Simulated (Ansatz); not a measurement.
Relaxation of ClGeH₃ (5 atoms, charge 0, multiplicity 1), to a largest force component of 0.03 eV/Å in at most 50 steps.

Level of theory: RKS B3LYP-D4/def2-SVP (Ansatz).

```xyz
5
Properties=species:S:1:pos:R:3
Ge -0.081 0.000 -0.812
Cl 1.778 0.000 2.050
H 2.168 0.000 0.772
H -1.117 1.152 -0.428
H -1.117 -1.152 -0.428
```

**Question.** Where does it end, and by what steps?

**Answer.** The run converged. After 7 steps the energy has fallen by 0.200 eV; Cl2 moved furthest, 0.71 Å.

```tsv
step	energy less start (eV)	largest force component (eV/Å)	accepted
0	0.0000	1.147	yes
1	-0.0523	0.914	yes
2	-0.0539	1.318	yes
3	-0.1135	0.791	yes
4	-0.1903	0.174	yes
5	-0.1994	0.039	yes
6	-0.1947	0.151	no
7	-0.2001	0.028	yes
```

```xyz
5
Properties=species:S:1:pos:R:3
Ge -0.111 0.000 -0.894
Cl 1.296 0.000 1.528
H 2.471 0.000 0.987
H -1.012 1.146 -0.234
H -1.012 -1.146 -0.234
```

Whether the end is a true minimum wasn't checked by a vibrational analysis.

The run took 18 s on 1 thread of Arm Neoverse V1 (shared host), peak memory 0.12 GiB.
